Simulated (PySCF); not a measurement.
## ZnO⁺: frontier orbitals

TPSSh at R = 1.801 Å; basis Zn def2-TZVPPD, O def2-TZVPPD; no relativity; PySCF 2.14. State: ²Π (doublet), unpaired electrons π ↑. Only the outer orbitals are listed, counted within each symmetry.

| spin | orbital | occ. | ε (eV) | on Zn (%) | main shells (%) |
| --- | --- | --- | --- | --- | --- |
| α | 3π | 1 | -21.95 | 97 | 97 Zn d |
| α | 8σ | 1 | -21.86 | 93 | 94 Zn d |
| α | 3π | 1 | -21.83 | 99 | 99 Zn d |
| α | 1δ | 1 | -21.80 | 100 | 100 Zn d |
| α | 1δ | 1 | -21.79 | 99 | 99 Zn d |
| α | 4π | 1 | -17.00 | 4 | 96 O p |
| α | 9σ | 1 | -16.55 | 36 | 62 O p, 30 Zn s |
| α | 4π | 1 | -14.97 | 4 | 95 O p |
| α | 10σ | 0 | -11.72 | 87 | 70 Zn s, 16 Zn p, 14 O p |
| α | 5π | 0 | -6.91 | 101 | 100 Zn p |
| α | 5π | 0 | -6.74 | 101 | 99 Zn p |
| β | 7σ | 1 | -30.15 | 14 | 85 O s |
| β | 3π | 1 | -21.84 | 99 | 99 Zn d |
| β | 3π | 1 | -21.83 | 99 | 99 Zn d |
| β | 1δ | 1 | -21.82 | 100 | 100 Zn d |
| β | 1δ | 1 | -21.81 | 100 | 100 Zn d |
| β | 8σ | 1 | -21.72 | 94 | 94 Zn d |
| β | 9σ | 1 | -15.74 | 49 | 50 O p, 46 Zn s |
| β | 4π | 1 | -14.33 | 5 | 94 O p |
| β | 10σ | 0 | -11.58 | 76 | 55 Zn s, 23 O p, 20 Zn p |
| β | 4π | 0 | -11.38 | 11 | 88 O p, 10 Zn p |
| β | 5π | 0 | -6.88 | 101 | 99 Zn p |

Q: Which are the highest filled and the lowest empty level, where do they sit, and how wide is the gap?

A: Highest filled β 4π at -14.33 eV (in %: 94 O p); lowest empty α 10σ at -11.72 eV (in %: 70 Zn s, 16 Zn p, 14 O p); the gap at TPSSh is 2.61 eV.

* bond order (Mayer): 1.20
* ⟨S²⟩: 0.774
* charge on Zn (Mulliken, basis-dependent): 0.95
* charge on Zn (Löwdin, basis-dependent): 1.27
* dipole moment (positive dipole points towards O; it is taken about the centre of mass and depends on that origin): -4.37 D

Shares are Mulliken populations and can fall outside 0 to 100 %.

The state is the lowest determinant that a PBE0 search found; another state may lie lower at other levels.
